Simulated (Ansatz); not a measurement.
`F[SiH]([AlH2])[GeH3]`, relaxed with RKS PBE0-D4/def2-TZVP in the Gaussian-basis code of Ansatz from a PBE-D4/def2-SVP geometry. The force threshold is 0.005 eV/Å; the program also tests the step.

The species carries charge 0 and has multiplicity 1.

Start:

```xyz
10

F     0.569   -2.269    0.111
Si   -0.054   -0.796    0.545
Al   -2.177   -0.372   -0.633
Ge    1.620    0.868    0.076
H    -0.226   -0.801    2.049
H    -2.731   -1.385   -1.743
H    -2.972    0.982   -0.306
H     1.905    0.955   -1.448
H     1.108    2.259    0.546
H     2.957    0.560    0.803
```

Question: How much energy does the relaxation release, and in how many steps? (Estimate.)

Answer: Computed: 3.52 kJ/mol, in 10 steps, 2 of them rejected.

Question: Which bonds change most? (Estimate.)

Answer: Computed: F1–Si2 from 1.658 to 1.618 Å; Si2–H5 from 1.514 to 1.495 Å; Al3–H6 from 1.602 to 1.586 Å; Al3–H7 from 1.603 to 1.589 Å.

Question: Give the relaxed structure. (Best estimate.)

Answer: Computed: 
```xyz
10

F     0.575   -2.252    0.159
Si   -0.042   -0.805    0.535
Al   -2.159   -0.372   -0.643
Ge    1.612    0.860    0.071
H    -0.236   -0.794    2.017
H    -2.738   -1.372   -1.730
H    -2.922    0.981   -0.311
H     1.878    0.974   -1.440
H     1.088    2.222    0.563
H     2.944    0.559    0.778
```
